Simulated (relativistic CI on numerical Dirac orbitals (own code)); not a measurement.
Line list: Forbidden lines, La²⁴⁺

Method of calculation: Dirac-Coulomb-Breit CI, KLI orbitals optimised for each configuration, a model potential for QED, unscaled Slater integrals (own radial code, finite nucleus).

Configuration list (outside the closed core [Ar] 3d10): 4s²4p³, 4s4p⁴, 4s²4p²4d, 4p⁵, 4s4p³4d, 4s²4p²4f, 4s4p³4f, 4p⁴4d, 4s4p²4d², 4s²4p4d4f, 4p⁴4f, 4s²4p4d², 4s²4d³, 4s4p4d³, 4s²4d²4f, 4s4p4d²4f, 4p³4d², 4p²4d³, 4p²4d²4f. Double excitations out of closed p, d and f shells are left out; levels of such configurations are missing from the list, as are those of other unlisted configurations, and high levels can miss mixing partners.

| λ vac (Å) | Lower | Upper | Type | A (s⁻¹) | gf | Branching (%) |
| --- | --- | --- | --- | --- | --- | --- |
| 125.51 | 4s²4p³ ²D°5/2 [3] | 4s²4p²4d ⁴F9/2 [20] | M2 | 9.99e+02 | 2.36e-08 | 36.1 |
| 183.47 | 4s4p⁴ ⁴P5/2 [6] | 4s²4p²4d ²G9/2 [32] | E2 | 3.34e+03 | 1.68e-07 | 3.3 |
| 267.40 | 4s4p⁴ ⁴P5/2 [6] | 4s²4p²4d ⁴F9/2 [20] | E2 | 4.08e+02 | 4.38e-08 | 14.8 |
| 451.90 | 4s²4p³ ²D°3/2 [2] | 4s²4p³ ²P°3/2 [5] | M1 | 1.50e+05 | 1.83e-05 | 73.0 |
| 457.65 | 4s²4p³ ²P°3/2 [1] | 4s²4p³ ²P°1/2 [4] | M1 | 7.41e+04 | 4.65e-06 | 98.1 |
| 470.09 | 4s²4p²4d ⁴F7/2 [17] | 4s²4p²4d ²G9/2 [32] | M1 | 1.20e+04 | 3.99e-06 | 11.8 |
| 498.75 | 4s²4p²4d ⁴D7/2 [18] | 4s²4p²4d ²G9/2 [32] | M1 | 2.96e+04 | 1.11e-05 | 29.1 |
| 520.68 | 4s²4p³ ²D°5/2 [3] | 4s²4p³ ²P°3/2 [5] | M1 | 3.24e+04 | 5.26e-06 | 15.8 |
| 556.98 | 4s²4p³ ²P°3/2 [1] | 4s²4p³ ²D°5/2 [3] | E2 | 7.32e+02 | 2.04e-07 | 5.0 |
| 556.98 | 4s²4p³ ²P°3/2 [1] | 4s²4p³ ²D°5/2 [3] | M1 | 1.39e+04 | 3.87e-06 | 94.1 |
| 584.58 | 4s²4p²4d ⁴F9/2 [20] | 4s²4p²4d ²G9/2 [32] | M1 | 4.08e+04 | 2.09e-05 | 40.0 |
| 653.22 | 4s²4p³ ²P°1/2 [4] | 4s²4p³ ²P°3/2 [5] | M1 | 1.85e+04 | 4.73e-06 | 9.0 |
| 665.29 | 4s²4p³ ²P°3/2 [1] | 4s²4p³ ²D°3/2 [2] | M1 | 7.29e+04 | 1.93e-05 | 99.8 |
| 690.45 | 4s²4p²4d ⁴D5/2 [12] | 4s²4p²4d ⁴F9/2 [20] | E2 | 1.43e+02 | 1.02e-07 | 5.2 |
| 908.69 | 4s²4p²4d ²G7/2 [24] | 4s²4p²4d ²G9/2 [32] | M1 | 1.47e+04 | 1.83e-05 | 14.5 |
| 2400.3 | 4s²4p²4d ⁴F7/2 [17] | 4s²4p²4d ⁴F9/2 [20] | M1 | 1.11e+03 | 9.58e-06 | 40.1 |
| 3397.0 | 4s²4p²4d ⁴D7/2 [18] | 4s²4p²4d ⁴F9/2 [20] | M1 | 6.42e+01 | 1.11e-06 | 2.3 |

Terms are leading LS components. Brackets give the number of a level in order of energy, since labels repeat. The list gives strong lines, with weight on those to low levels, among the lowest 200 of 3430 levels, so that lines to higher ones, which can be the strongest, are missing. Levels whose partners in the same complex of configurations lie outside the list can be far off, and so can their lines. Rates are taken at the computed energies, electric ones in the length gauge.

At this charge energies of transitions that change n are usually good to better than 1 %, and those within a shell (Δn = 0) to a few per cent.

Question: From the table, what is the radiative lifetime of 4s²4p²4d ⁴F9/2?

Answer: The listed rates from this level add up to about 2.72e+03 s⁻¹, 98 % of its decay; with all channels τ = 3.61e-04 s.

LS names give the leading component of a level, which can be under half, so a name can repeat, a term be missing and a line seem to break the LS rules.
